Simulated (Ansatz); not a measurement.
MoCl3, SMILES [Cl][Mo]([Cl])[Cl] (connectivity only; charge and spin as stated), neutral, multiplicity 4.

Geometry optimised at B3LYP-D3(BJ)/def2-SVP. The multiplicity is an assumed one; other spin states were not compared. The def2 effective core potentials stand for the cores of Mo; spin–orbit coupling is left out.

Two levels are set side by side: PBE/def2-SVPD (Ansatz, an electronic-structure program) and PBE0/def2-SVPD (Ansatz). Energy differences of separate SCF runs at the same geometry; the states with an electron removed or added have multiplicity 3 and 5. Differences are taken from unrounded values.

| quantity | PBE0 | PBE | PBE minus PBE0 |
|---|---|---|---|
| vertical ionisation energy (eV) | 9.50 | 8.89 | -0.61 |
| vertical electron affinity (eV) | 2.06 | 1.71 | -0.35 |
